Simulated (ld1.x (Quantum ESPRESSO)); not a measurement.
**Mo (Z = 42), PAW: configuration errors across variants**

```json
{
  "Element": "molybdenum (Mo)",
  "Generator": "ld1.x (Quantum ESPRESSO) 7.5",
  "Type": "PAW",
  "Functional": "PBE",
  "Relativity": "scalar-relativistic",
  "Frozen core": "[Kr]",
  "Valence charge": "6",
  "Reference configuration": "4d5 5s1 5p0",
  "Partial waves": "5s (bound): rcut 3.05, rcutus 3.45 bohr; 5s channel at 1.2 Ry: rcut 3.05, rcutus 3.45 bohr; 5p (bound, empty): rcut 3.40, rcutus 4.30 bohr; 5p channel at 1.45 Ry: rcut 3.40, rcutus 4.30 bohr; 4d (bound): rcut 2.15, rcutus 2.80 bohr; 4d channel at 2.25 Ry: rcut 2.15, rcutus 2.80 bohr; 4f channel at 0.05 Ry: rcut 3.00, rcutus 4.15 bohr; 4f channel at 2.2 Ry: rcut 3.00, rcutus 4.15 bohr",
  "Local potential": "all-electron potential smoothed inside 2.30 bohr (lloc = -1)",
  "Core correction": "Bessel-smoothed model core inside 1.85 bohr",
  "Augmentation charge": "BESSEL, radius 2.25 bohr"
}
```

All-electron excitation energies from the reference (eV): (1) 4d5 5s0 5p0 6.890; (2) 4d4 5s0 5p0 22.352; (3) 4d3 5s0 5p0 49.096; (4) 4d4 5s2 5p0 0.199; (5) 4d4 5s1 5p1 3.740; (6) 4d5.5 5s0.5 5p0 0.280; (7) 4d5 5s0 5p1 3.140.

The overlap operator is not positive definite (basis up to 400 Ry) in “base”, “waves 4d (bound): rcut 2.15, rcutus 3.22 bohr; 4d channel at 2.25 Ry: rcut 2.15, rcutus 3.22 bohr”, “wave 4d channel at 2.25 Ry: rcut 2.15, rcutus 2.80 bohr becomes 4d channel at 0.56 Ry: rcut 2.15, rcutus 2.80 bohr”, “waves 5p (bound): rcut 3.40, rcutus 3.62 bohr; 5p channel at 1.45 Ry: rcut 3.40, rcutus 3.62 bohr”, “core correction Bessel-smoothed model core inside 3.08 bohr”. Such files are unfit for use, however small their errors in these radial tests.

Tests that are not counted but printed errors over 1 eV. “wave 4d channel at 2.25 Ry: rcut 2.15, rcutus 2.80 bohr becomes 4d channel at 0.56 Ry: rcut 2.15, rcutus 2.80 bohr”: 4d3 5s0 5p0 (solver errors, printed error -69.7 eV).

1 further variants failed, have other tests or too few solved ones, and are left out.

Errors AE − PS in meV (a dash: test not solved or not reliable):

```csv
change,(1),(2),(3),(4),(5),(6),(7),bound ghosts
base,-6.3,-67,-472,+64,-6.1,-5.5,-2.5,not determined (overlap not positive)
"waves 4d (bound): rcut 2.15, rcutus 3.22 bohr; 4d channel at 2.25 Ry: rcut 2.15, rcutus 3.22 bohr",-6.2,-62,-458,+97,+9.2,-5.2,-2.4,not determined (overlap not positive)
local potential all-electron potential smoothed inside 3.25 bohr (lloc = -1),-6.5,-80,-484,-28,-39,-6.8,-2.7,none
type TM; waves now 5s (bound): rc 3.45 bohr; 5p (bound): rc 4.30 bohr; 4d (bound): rc 2.80 bohr; 4f channel at 0.05 Ry: rc 4.15 bohr; local potential all-electron potential smoothed inside 3.70 bohr (lloc = -1),-12,-142,-575,-42,-65,-11,-2.3,none
"wave 4d channel at 2.25 Ry: rcut 2.15, rcutus 2.80 bohr becomes 4d channel at 0.56 Ry: rcut 2.15, rcutus 2.80 bohr",-3.0,-75,–,+115,+38,-6.1,-1.4,not determined (overlap not positive)
"waves 5p (bound): rcut 3.40, rcutus 3.62 bohr; 5p channel at 1.45 Ry: rcut 3.40, rcutus 3.62 bohr",-6.3,-67,-472,+64,-7.8,-5.5,-2.0,not determined (overlap not positive)
core correction Bessel-smoothed model core inside 3.08 bohr,-4.0,-59,-462,+19,-19,-6.0,-2.3,not determined (overlap not positive)
"waves 4f channel at 0.05 Ry: rcut 3.00, rcutus 4.22 bohr; 4f channel at 2.2 Ry: rcut 3.00, rcutus 4.22 bohr",-6.3,-67,-472,+64,-6.1,-5.5,-2.5,none
```

(1) Give the same row for: local potential all-electron potential smoothed inside 5.04 bohr (lloc = -1).

## Answers

(1) -20, -149, -573, -30, -50, -9.6, -4.8; bound ghosts: none.
